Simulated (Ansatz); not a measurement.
ClGeH₇Si₂ (`Cl[SiH2][SiH2][GeH3]`). Charge 0, multiplicity 1. Correlated methods include outer-core shells of Ge, which these sets cover unevenly. Scalar relativity is left out up to krypton.

```xyz
11

Cl   -1.527    2.199    0.980
Si    0.418    1.868    0.367
Si    0.826   -0.429    0.470
Ge   -0.860   -1.584   -0.750
H     0.543    2.374   -1.024
H     1.310    2.662    1.250
H     2.169   -0.711   -0.110
H     0.821   -0.863    1.893
H    -2.231   -1.365   -0.095
H    -0.910   -1.058   -2.194
H    -0.560   -3.092   -0.788
```

**Question.** Give the diagnostics of a CCSD(T)/def2-TZVPP run (frozen core, Ansatz). (An estimate is asked.)

**Answer.** The calculation gave: T1 = 0.0117, largest single amplitude 0.015, largest double 0.021, (T) share of the correlation energy 3.6 %, 8 CCSD cycles. The RHF solution is stable towards an unrestricted one. T1 lies under the customary mark of 0.02 for closed shells.
